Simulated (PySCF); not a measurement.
BrH3SiZn, SMILES [SiH3][Zn][Br]. Atoms are numbered in the order given.

```xyz
6

Zn     0.0000     0.0000     0.4595
Br     0.0000     0.0000    -1.8042
Si     0.0000     0.0000     2.8087
H      1.2186    -0.7036     3.3469
H     -1.2186    -0.7036     3.3469
H      0.0000     1.4071     3.3469
```
Charge 0, spin multiplicity 1.

Geometry optimised at PBE-D3(BJ)/def2-SVP. The structure was generated by enumeration; whether it is a known compound was not checked.

Level of theory: TDA-PBE/def2-SVPD in PySCF.

Vertical excitations; the highest root listed may be one member of a degenerate set. The molecule is in vacuum. State labels are in the subgroup Cs.

### Question
List the lowest excited states. (An estimate is asked for; the answer gives what the named calculation found.)

### Answer

```
state  symmetry  energy (eV)  λ (nm)      f                                              main pairs
-----  --------  -----------  ------  -----  ------------------------------------------------------
S1           A"         5.16     240  0.000                      HOMO→LUMO 50 %, HOMO−1→LUMO+1 50 %
S2           A'         5.20     238  0.000               HOMO−1→LUMO, HOMO→LUMO+1 (degenerate set)
S3           A"         5.20     238  0.000               HOMO−1→LUMO+1, HOMO→LUMO (degenerate set)
S4           A"         5.43     228  0.012                            HOMO→LUMO+2 (degenerate set)
S5           A'         5.43     228  0.012                          HOMO−1→LUMO+2 (degenerate set)
S6           A'         5.56     223  0.002  HOMO→LUMO+1 39 %, HOMO−1→LUMO 39 %, HOMO−2→LUMO+2 18 %
S7           A"         5.71     217  0.040                          HOMO−2→LUMO+1 (degenerate set)
S8           A'         5.71     217  0.040                            HOMO−2→LUMO (degenerate set)
S9           A'         6.51     190  0.917                                      HOMO−2→LUMO+2 64 %
S10          A"         6.85     181  0.000                    HOMO−3→LUMO+1 50 %, HOMO−4→LUMO 50 %
T1           A"         4.93     251      0                          HOMO−2→LUMO+1 (degenerate set)
T2           A'         4.93     251      0                            HOMO−2→LUMO (degenerate set)
T3           A'         4.96     250      0                      HOMO→LUMO+1 49 %, HOMO−1→LUMO 49 %
T4           A"         5.05     245      0                      HOMO→LUMO 50 %, HOMO−1→LUMO+1 50 %
```
Triplets are in the Tamm–Dancoff approximation.
